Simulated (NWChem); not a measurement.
# AlHOBr2; SMILES [OH][Al]([Br])[Br]

```xyz
5

Al     0.6739    -0.0080     0.0000
Br    -0.4400    -1.9409     0.0000
Br    -0.4341     1.9411     0.0000
O      2.3598    -0.0727     0.0000
H      2.9574     0.6772     0.0000
```
Atoms are numbered in this order, from 1.

All runs: NWChem. Coordinates come from a PBE0/def2-SVP optimisation.

For level PBE0/def2-TZVP:

- orbital gap (eV): 7.44

Q: Estimate the same quantities for level PBE0/def2-SVPD.

A: The orbital gap (eV) comes out as 7.26.
